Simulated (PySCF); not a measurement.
Harmonic spectrum computed at PBE0 in the def2-TZVP basis family (core potentials from Rb on, PySCF, no spin–orbit coupling):

```json
{"ω (cm⁻¹)": "1110", "IR (km/mol)": "36.7"}
{"ω (cm⁻¹)": "1972", "IR (km/mol)": "98.3"}
{"ω (cm⁻¹)": "2682", "IR (km/mol)": "81.7"}
```

Problem. Which molecule gave it? In each, all ligands are bound to the one heavy central atom.
A. HNO (singlet)
B. HCrO (quartet)
C. HZrO (doublet)
D. HCO (doublet)

Solution. D. It has Cs symmetry with C–H 1.125 Å, C–O 1.169 Å.
